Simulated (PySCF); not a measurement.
C5H2F3O3 (doublet state).
Structure used (GFN2-xTB), in Å, numbered top down from 1:
```
atom  x, y, z in Å
O1     2.164    1.108    1.835
C2     1.618    0.387    1.051
C3     2.006   -0.812    0.362
C4     0.951   -1.219   -0.436
C5    -0.054   -0.286   -0.235
O6    -1.276   -0.295   -0.823
C7    -2.140    0.693   -0.516
F8    -3.252    0.482   -1.203
F9    -1.687    1.900   -0.839
F10   -2.461    0.721    0.774
O11    0.275    0.667    0.616
H12    2.963   -1.277    0.479
H13    0.889   -2.068   -1.084
```

The hyperfine couplings belong to this conformer and change with its torsions.

The species is `O=C1[CH]C=C(OC(F)(F)F)O1` [radical].

The calculation used UKS B3LYP, pcH-1 on C F H O, non-relativistic, mean-field spin-orbit, GIAO in PySCF. The structure is a single GFN2-xTB conformer in the gas phase; no vibrational or solvent corrections. Couplings are sensitive to structure, and on GFN2-xTB geometries they can be far from those on DFT ones. No stability test was run, so a lower SCF solution isn't excluded.

Question: Match the computed a_iso(17O) values -19.0, -7.9, +2.9 MHz with the sites O1; O6; O11.

Answer: 
| site | a_iso (MHz) | ρ(0) (bohr⁻³) | position | distance from C3 (Å) | spin population | largest \|T\| (MHz) |
| --- | --- | --- | --- | --- | --- | --- |
| O1 | -19.0 | +0.0313 | a main spin site | 2.43 | +0.26 | 83.8 |
| O6 | -7.9 | +0.0130 | 1 bond from C5 | 3.53 | +0.04 | 24.4 |
| O11 | +2.9 | -0.0048 | 1 bond from C5 | 2.29 | 0.00 | 6.4 |

Question: The isotropic 1H couplings are -29.4, +0.1 MHz. Assign them to H12; H13.

Answer: 
```csv
site,a_iso (MHz),ρ(0) (bohr⁻³),position,distance from C3 (Å),bound to,spin population there,largest |T| (MHz)
H12,-29.4,-0.0066,1 bond from C3,1.07,C3,+0.42,17.9
H13,+0.1,0.0000,2 bonds from C5,2.22,C4,-0.07,4.9
```

ρ(0) is the spin density at the nucleus and T the dipolar tensor; entries for several nuclei are means. The largest Mulliken spin populations are on C3 (+0.42), C5 (+0.37), O1 (+0.26) and C4 (-0.07). Three atoms exceed +0.15. Main spin sites, with 60 % or more of the largest population: O1, C3, C5; positions count bonds from the nearest.

Nuclei that the bonding pattern makes equivalent are averaged, as if the motion that swaps them (rotation, inversion, ring flip) were fast. The three 19F nuclei of mean +5.3 MHz run from -1.3 to 8.6 MHz in the frozen geometry.

C3, the radical centre as drawn in `O=C1[CH]C=C(OC(F)(F)F)O1`, holds a spin population of +0.42 out of 1.
